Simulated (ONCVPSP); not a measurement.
Before and after: ONCV potential for Hg (Z = 80)

ONCVPSP 4.0.1 input, shortened (lines: element, Z, core and valence counts, functional; n l f; lmax; l rc ep ncon nbas qcut; lloc lpopt rc5 dvloc0; l nproj debl; icmod fcfact rcfact), PBE, non-relativistic:

```
  Hg 80.00   11    3        4      upf
    1    0    2.00
    2    0    2.00
    2    1    6.00
    3    0    2.00
    3    1    6.00
    3    2   10.00
    4    0    2.00
    4    1    6.00
    4    2   10.00
    4    3   14.00
    5    0    2.00
    5    1    6.00
    5    2   10.00
    6    0    1.50
    2
    0    2.50    0.00    3    7    2.60
    1    1.35    0.00    4    7    8.70
    2    1.70    0.00    5   10    8.00
    4    1    1.00    6.00
    0    2    1.90
    1    1    0.50
    2    1    3.70
    3    2.25    1.45
```

Change: p: qcut 4.9.

Cutoffs: the cutoffs (Ha) at which the residual kinetic energy of the hardest occupied pseudo-wave falls to 1 and 0.1 mHa per electron; they do not see the model core or the augmentation charge, which bear on the density cutoff. Errors are all-electron minus pseudo energies relative to the spin-unpolarised reference configuration.

Task: Predict the effect on cutoff, ghosts and configuration errors.

Result: The potential gets harder (32 Ha and 39 Ha → 68 Ha and 84 Ha); both files keep a bound ghost (s); of the 4 tests that both files solve, the error grows in 1 and shrinks in 0 by more than 15 % and 0.3 meV (median size 7.9 → 7.9 meV).

| quantity | base | changed |
| --- | --- | --- |
| cutoff, loose | 32 Ha | 68 Ha |
| cutoff, tight | 39 Ha | 84 Ha |
| loose cutoff by channel | s 3.9 Ha, p 32 Ha, d 22 Ha | s 3.9 Ha, p 68 Ha, d 22 Ha |
| bound ghosts | s | s |
| GHOST(+) flags under 300 eV | s at 86.2 eV | s at 86.2 eV |
| error for 5p6 5d10 6s2, meV [ΔE -3.47 eV] | -1.1 | -1.1 |
| error for 5p6 5d10 6s1, meV [ΔE 5.20 eV] | -0.7 | -0.7 |
| error for 5p6 5d10 6s0, meV [ΔE 21.20 eV] | -15 | -15 |
| error for 5p5 5d10 6s2, meV [ΔE 64.64 eV] | -69 | -91 |
| s: phases at 2.54 bohr within 0.05 rad from the reference energy up to (Ha; the scan ends near 5) | 2.5 | 2.5 |
| p: phases at 1.37 bohr within 0.05 rad from the reference energy up to (Ha; the scan ends near 5) | 1.6 | 1.0 |
| d: phases at 1.72 bohr within 0.05 rad from the reference energy up to (Ha; the scan ends near 5) | 2.4 | 2.4 |
| rms error of d²Exc/dni dnj with the model core, mHa | 0.88 | 0.74 |

 A true bound ghost makes a file unfit for plane-wave use even where its test errors are small: the radial tests pick states by their node count and pass the ghost by.
